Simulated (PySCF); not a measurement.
```xyz
4
charge 0 multiplicity 1, angstrom
P     0.0000   -0.9766   -0.1079
I     0.0000   -0.1627    2.2012
I     1.9102    0.2005   -1.0874
I    -1.9102    0.2005   -1.0874
```

Computed with PBE0 in PySCF with P def2-TZVP, I def2-TZVP with ECP28; scalar-relativistic core potentials, no spin–orbit coupling; density-fitted integrals.

This geometry of PI₃ is a stationary point at this level.

Q: What is the point group?

A: C3v.

Q: Is it a minimum?

A: Yes: all harmonic wavenumbers are real.

Q: List the harmonic modes with their infrared intensities.

A: 
| symmetry | ω (cm⁻¹) | IR (km/mol, summed over degenerate members) |
| --- | --- | --- |
| e | 76 | 0.1 |
| a1 | 113 | 0.0 |
| a1 | 321 | 2.3 |
| e | 344 | 141 |

Q: What are the dipole moment and the gap between the highest occupied and lowest empty levels?

A: 0.05 D and 4.46 eV.

In C3v the vibrations span 2e + 2a1.
